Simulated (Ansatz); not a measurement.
Reaction (ligand exchange at the Si–O bond): `CO[SiH2]C[SiH3]` + HBr → `[SiH3]C[SiH2]Br` + CH₃OH

Isolated molecules relaxed with PBE0-D4/def2-TZVP in Ansatz; ΔE leaves out vibrations. CCSD(T)/CBS adds triple-zeta CCSD(T) − MP2 to the extrapolated MP2 energy (def2 sets, frozen cores). This one scheme is used for every species. Functionals use def2-TZVPP. For Br outer-core shells are correlated without core-valence functions, which leaves a few kJ/mol of doubt a bond. Scalar relativity is left out up to krypton. One conformer a species, not always the lowest.

`CO[SiH2]C[SiH3]`:

```xyz
15

C    -2.867   -0.760    0.428
O    -1.699    0.011    0.584
Si   -0.286   -0.370   -0.167
C     0.974    0.903    0.315
Si    2.672    0.658   -0.435
H    -2.720   -1.789    0.778
H    -3.660   -0.303    1.023
H    -3.192   -0.791   -0.618
H    -0.484   -0.384   -1.645
H     0.157   -1.734    0.244
H     1.070    0.902    1.407
H     0.601    1.891    0.023
H     3.237   -0.656   -0.028
H     3.604    1.727    0.011
H     2.594    0.693   -1.920
```

HBr:

Cartesian coordinates in Å:
```
Br -0.304 0.400 -0.502
H 0.304 -0.400 0.502
```

`[SiH3]C[SiH2]Br`:

Cartesian coordinates in Å:
```
Si -1.018 1.306 -0.051
C 0.074 -0.007 0.729
Si 0.857 -1.166 -0.492
Br 2.126 -2.664 0.563
H -2.124 0.666 -0.812
H -1.603 2.185 0.995
H -0.222 2.142 -0.988
H 0.866 0.486 1.303
H -0.524 -0.592 1.435
H -0.171 -1.922 -1.247
H 1.738 -0.436 -1.434
```

CH₃OH:

```xyz
6

C    -0.011    0.100    0.342
O     0.083   -0.791   -0.746
H     0.045   -0.498    1.251
H    -0.962    0.647    0.352
H     0.811    0.826    0.360
H     0.034   -0.285   -1.559
```

```tsv
level	ΔE (kJ/mol)
PBE0-D4	-10.7
MP2/CBS(def2)	-9.6
```

(1) What does CCSD(T)/CBS give? (Estimate.)

Largest T1 diagnostic among the species: 0.011.

Results:

(1) The calculation gave: -5.6 kJ/mol. The listed levels differ from it by -5.1, -4.0 kJ/mol.
